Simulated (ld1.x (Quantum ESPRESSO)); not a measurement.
Cutoff test, N, RRKJ

```
Element                 : N (Z = 7)
Generator               : ld1.x (Quantum ESPRESSO) 7.5
Type                    : norm-conserving RRKJ (Kleinman–Bylander form)
Functional              : PBE
Relativity              : non-relativistic
Frozen core             : [He]
Valence charge          : 5
Reference configuration : 2s2 2p2 (charge +1)
Partial waves           : 2s (bound): rc 0.90 bohr; 2p (bound): rc 1.46 bohr
Local potential         : all-electron potential smoothed inside 1.35 bohr (lloc = -2)
Core correction         : a·sin(br)/r model core inside 0.55 bohr
```

The pseudo-atom Hamiltonian at the reference potential is diagonalised in spherical Bessel functions j_l(qr) that vanish at 20 bohr, with q² up to the cutoff. All-electron valence levels (Ry): 2s -2.3838, 2p -1.5210.

**Question.** How do the lowest levels (Ry) of each channel move with the cutoff, and are there ghosts?

**Answer.**

```tsv
cutoff (Ry)	s #1	s #2	p #1	d #1	d #2	f #1	Σ f·Δε (mRy)
8	-3.0371	-0.5551	-0.8963	-0.1393	-0.0461	-0.0423	2555.8
18	-6.1932	-1.5412	-1.2442	-0.1396	-0.0465	-0.0423	2238.9
35	-22.2225	-2.2477	-1.4904	-0.1396	-0.0465	-0.0423	333.5
55	-39.3920	-2.3593	-1.5203	-0.1396	-0.0465	-0.0423	50.7
90	-47.7239	-2.3820	-1.5210	-0.1396	-0.0465	-0.0423	3.9
140	-48.6861	-2.3839	-1.5210	-0.1396	-0.0465	-0.0423	0.1
400	-48.7103	-2.3839	-1.5210	-0.1396	-0.0465	-0.0423	0.0
```

Result: ghost state, extra bound levels that the all-electron valence spectrum of the same l lacks: s at -662.7 eV (a true bound ghost makes a file unfit for plane-wave use); 10 mRy is reached at 80 Ry and 1 mRy at 110 Ry.

Its largest configuration-test error is +807 meV.
